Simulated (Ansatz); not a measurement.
Cost and result up the ladder for Ga₂N₂ (4 atoms). Charge 0, multiplicity 1. Geometry: PBE-D4/def2-SVP.

```xyz
4

Ga    1.395    0.198    1.548
Ga   -1.395   -0.198   -1.548
N    -0.429   -0.191    0.411
N     0.429    0.190   -0.411
```

Ansatz on 2 threads of Arm Neoverse V1 on a shared host. Times are rough, and most runs start from the orbitals of an earlier one. CAM-B3LYP-D4/def2-TZVP serves as the yardstick here, not as an exact answer. Binding counts from free atoms at the same level (Ga doublet, N quartet; other spins of the atoms weren't run), without zero-point energy or a counterpoise term.

Correlated methods freeze 20 core orbitals; core or outer-core shells of Ga are correlated, in sets that lack core-valence functions. Another isomer (triplet) lies 0.19 eV lower at PBE0-D4/def2-TZVP; other spin states weren't run for this one.

Correlated methods converge slowly with the basis.

| level | functions | wall time | binding energy per atom (eV) | difference from CAM-B3LYP-D4/def2-TZVP (eV) |
| --- | --- | --- | --- | --- |
| PBE-D4/def2-TZVP (with forces) | 158 | 2.3 s | 3.08 | 0.31 |
| PBE0-D4/def2-TZVP | 158 | 4 s | 2.79 | 0.02 |
| CAM-B3LYP-D4/def2-TZVP | 158 | 4.2 s | 2.77 | 0.00 |
| r2SCAN-D4/def2-TZVP | 158 | 5.5 s | 2.77 | 0.00 |
| r2SCAN0-D4/def2-TZVP | 158 | 6 s | 2.55 | -0.22 |
| CCSD(T)/def2-TZVPP | 158 | 48 s | 2.62 | -0.15 |
